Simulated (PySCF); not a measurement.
PySCF input for BeCl2, SMILES [Cl][Be][Cl], PBE/pcSseg-2. Geometry optimised at B3LYP-D3(BJ)/def2-TZVP. The isomer is the one that the SMILES or the coordinates give; other isomers of the formula were not compared.

```python
import numpy as np
from pyscf import gto, scf, dft
from pyscf.prop.nmr import rks as nmr

mol = gto.M(
    atom='''
    Be    0.00000000    0.00000000    0.00000000
    Cl    0.00000000    0.00000000   -1.80410536
    Cl    0.00000000    0.00000000    1.80410536
    ''',
    basis='pcSseg-2',
    charge=0,
    spin=0,
    max_memory=1600,
    verbose=3,
)
mf = dft.RKS(mol, xc='pbe')
mf.grids.level = 3
mf.conv_tol = 1e-10
mf.max_cycle = 100
mf.kernel()
n = nmr.NMR(mf)
n.verbose = 2
n.max_cycle_cphf = 60
sigma = n.kernel()
print('atom   isotropic/ppm   span/ppm')
for i, s in enumerate(sigma):
    w = np.linalg.eigvalsh((s + s.T) / 2)
    print(f'{mol.atom_symbol(i):2s}{i + 1:3d} {w.mean():14.3f} {w[2] - w[0]:11.3f}')
```

It prints:

```
converged SCF energy = -934.93335273471
atom   isotropic/ppm   span/ppm
Be  1         91.151     114.967
Cl  2        953.959     295.252
Cl  3        953.959     295.252
```

The calculation finished and met its thresholds.
